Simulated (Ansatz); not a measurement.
Total energies of SnHBr3 from Ansatz at PBE0-D4/def2-TZVPD, gas phase (1 Eh = 27.2114 eV = 2625.5 kJ/mol). The reference geometry is relaxed at PBE0-D4/def2-SVP.

```tsv
state	geometry	energy (Eh)
charge 0 singlet	reference	-7936.63291
charge -1 doublet	reference	-7936.67808
free Sn atom (triplet)	–	-214.25878
free H atom (doublet)	–	-0.50104
free Br atom (doublet)	–	-2573.81224
```

In the def2 sets Sn takes a core potential; there is no spin–orbit coupling.

Problem. Work out the vertical electron affinity, to the doublet.

Solution. E(charge 0 singlet) − E(charge -1 doublet) = -7936.63291 − (-7936.67808) = 0.04517 Eh = 1.23 eV.

Problem. What is the binding energy per atom against free atoms?

Solution. Atoms: 1 × (-214.25878) + 1 × (-0.50104) + 3 × (-2573.81224) = -7936.19654 Eh. Binding: -7936.19654 − (-7936.63291) = 0.43637 Eh = 11.87 eV, or 2.37 eV for each of 5 atoms (no zero-point energy, no counterpoise term).

At PBE0-D4/def2-TZVPD the highest occupied level of the charge -1 doublet lies above zero (up to 0.34 eV). By energy differences its removal costs 1.23 eV (vertical, to the charge 0 singlet, at PBE0-D4/def2-TZVPD); a positive level beside a positive removal energy at the same level points to self-interaction error.
